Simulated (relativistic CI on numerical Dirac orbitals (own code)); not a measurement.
Ligand-field terms of d4

Computed with a parametric ligand-field model of a d^n configuration (Racah B and C, spin-orbit zeta, crystal field), exact diagonalisation.

Field parameters in Wybourne normalisation: Td as Oh with Dq negative (B⁴₀ = 21Dq, B⁴₄ = √(5/14) B⁴₀). The field is a parameter set, without covalency.

B = 1080 cm⁻¹, C = 4030 cm⁻¹ (C/B = 3.73), Td, no spin-orbit coupling. Tanabe-Sugano data, E/B above the lowest term (Δ = |10Dq|; b, c mark the second and third term of a kind):

```tsv
Δ/B	5T2	5E	3T1	3T2	3T1(b)	1A1	1T1
1.0	0.00	1.00	18.65	18.98	19.59	27.43	27.91
2.8	0.00	2.80	17.57	18.75	19.85	24.61	26.47
4.6	0.00	4.60	16.14	18.22	19.87	21.45	24.87
6.4	0.00	6.40	14.60	17.45	19.88	18.20	23.22
8.2	0.00	8.20	12.99	16.48	19.89	14.86	21.54
10.0	0.00	10.00	11.35	15.37	19.90	11.49	19.85
11.8	0.00	11.80	9.70	14.14	19.91	8.10	18.14
13.6	0.00	13.60	8.01	12.81	19.91	4.66	16.41
15.4	0.00	15.40	6.32	11.42	19.92	1.21	14.68
17.2	2.26	19.47	6.88	12.23	22.19	0.00	15.19
19.0	5.73	24.73	8.64	14.22	25.66	0.00	16.92
20.8	9.22	30.01	10.40	16.17	29.15	0.00	18.66
```

The ground term changes from 5T2 to 1A1 between Δ/B = 15.4 and 17.2.
